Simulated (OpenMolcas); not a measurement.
Systems:
- [VCl4]-, a model complex in vacuum: tetrahedral, V–Cl 2.29 Å; shape imposed, not necessarily the one it adopts

Method: state-averaged CASSCF on the open d shell with SC-NEVPT2, ANO basis sets as named, scalar-relativistic DKH2, RICD, in OpenMolcas. State energies are spin-free and vertical. Orbital splittings and repulsion parameters are fits to the integrals of the highest spin's CASSCF orbitals. J levels and χT include spin-orbit coupling (RASSI on CASSCF energies). Times are rough, from shared cores.

| case | ground state | first state of the same spin (cm⁻¹) | first state of another spin (cm⁻¹) | d-orbital splitting (cm⁻¹) | Racah B (cm⁻¹) | χT at 300 K (cm³ K/mol) | basis functions | relative time |
|---|---|---|---|---|---|---|---|---|
| ANO-RCC-VDZP | ³A₂ | ³T₂ 6560 | ¹E(1) 9850 | 5230 | 908 | 0.97 | 106 | 3 |
| ANO-RCC-MB | ³A₂ | ³T₂ 6730 | ¹E(1) 10030 | (withheld) | (withheld) | 1.00 | 54 | 1 |
| ANO-RCC-VDZ | ³A₂ | ³T₂ 6380 | ¹E(1) 9740 | 5230 | 902 | 0.97 | 79 | 1 |
| ANO-RCC-VTZP | ³A₂ | ³T₂ 6420 | ¹E(1) 9440 | 5180 | 914 | 0.98 | 195 | 20 |

Q: Complete the blanks.

A: 
- ANO-RCC-MB, d-orbital splitting (cm⁻¹): 5850
- ANO-RCC-MB, Racah B (cm⁻¹): 736

No ligand orbital and no second metal shell is active in the minimal space. The geometry is a model, so the numbers describe that model and not a measured compound. Gaps under about 300 cm⁻¹ between spin-free states are not resolved by the perturbation step.
